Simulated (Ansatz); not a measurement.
A series of proton affinity values:

A. CCCC(C)=O + H+ -> CCCC(C)=[OH+]
B. O=[Si]=O [dioxosilane] + H+ → O=[Si]=[OH+]
C. O=BF + H+ → [OH+]=BF
D. [O]=[Ge]=[O] + H+ → [O]=[Ge]=[OH+]

Quantity: proton affinity (electronic energy difference), kcal/mol. Structures are relaxed separately at B3LYP-D3(BJ)/def2-TZVP in Ansatz (an electronic-structure program), one conformer each, not searched for the lowest. High T1 diagnostic, so coupled cluster is less sure: [O]=[Ge]=[O], [O]=[Ge]=[OH+]. Valence correlation only, unless marked. Spin-orbit coupling is left out. Frozen are the shells of the preceding noble gas and the d and f shells that filled before the atom's block. No relativistic terms. CBS(X,Y): correlation extrapolated as X^-3; Hartree-Fock from the larger set. Positive means that the reaction releases energy.

```json
[
 {"": "A", "r2SCAN-D4/def2-TZVPD (Ansatz + dftd4)": "207.4", "PBE0/def2-TZVP (Ansatz)": "207.5", "RI-MP2/cc-pV(T+d)Z (Ansatz)": "203.3", "CCSD(T)/CBS(cc-pV(T+d)Z,cc-pV(Q+d)Z) (Ansatz)": "204.3"},
 {"": "B", "r2SCAN-D4/def2-TZVPD (Ansatz + dftd4)": "168.0", "PBE0/def2-TZVP (Ansatz)": "169.5", "RI-MP2/cc-pV(T+d)Z (Ansatz)": "169.7", "CCSD(T)/CBS(cc-pV(T+d)Z,cc-pV(Q+d)Z) (Ansatz)": "169.2"},
 {"": "C", "r2SCAN-D4/def2-TZVPD (Ansatz + dftd4)": "167.4", "PBE0/def2-TZVP (Ansatz)": "167.9", "RI-MP2/cc-pV(T+d)Z (Ansatz)": "165.7", "CCSD(T)/CBS(cc-pV(T+d)Z,cc-pV(Q+d)Z) (Ansatz)": "166.1"},
 {"": "D", "r2SCAN-D4/def2-TZVPD (Ansatz + dftd4)": "174.3", "PBE0/def2-TZVP (Ansatz)": "176.6", "RI-MP2/cc-pV(T+d)Z (Ansatz)": "177.1", "CCSD(T)/CBS(cc-pV(T+d)Z,cc-pV(Q+d)Z) (Ansatz)": "177.4"}
]
```
